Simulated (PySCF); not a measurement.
**A ladder for the ionisation energy of Nb²⁺**

Nb²⁺ [Kr] 4d3 (4F) → Nb³⁺ [Kr] 4d2 (3F). Scalar values calculated with PySCF 2.14 in aug-cc-pwCVTZ-PP with ECP28MDF (ECP; valence: 4s2 4p6 frozen; valence and next inner shell: nothing frozen). The spin-orbit shift comes from two-component X2C-1e calculations (generalised Hartree-Fock, GHF, and MP2 on its spinors, GMP2) in x2c-QZVPPall-2c: GMP2 gives 25.043 eV without and 25.010 eV with screened spin-orbit coupling, a shift of -0.033 eV (GHF: -0.036 eV). Sums use unrounded values; where a UHF row is shifted, it takes the GHF shift.

```csv
method,scalar (eV)
UHF,24.222
MP2 (valence),24.560
SCS-MP2 (valence),24.334
CCSD (valence),24.625
CCSD(T) (valence),24.629
LDA,25.496
PBE,25.400
PBE0,25.325
r2SCAN,25.361
PBEsol,25.364
PW91,25.461
LC-wPBE,25.242
MP2 (valence and next inner shell),25.056
SCS-MP2 (valence and next inner shell),24.834
```

**Question.** Form a composite estimate from CCSD(T) (valence) and the spin-orbit shift, and compare it with the reference, 25.04 eV (semi-empirical (NIST evaluation); NIST Atomic Spectra Database, ionization energies).

**Answer.** 24.629 + (-0.033) = 24.596 eV, an error of -0.444 eV.

The errors of the correlated levels include the incompleteness of the basis and the frozen core, so a lower level can come closer by cancellation.

A first-order Landé estimate from the scalar orbitals gives -0.023 eV instead; single two-component determinants are not pure J levels in LS coupling, so the shift is uncertain by about that difference.
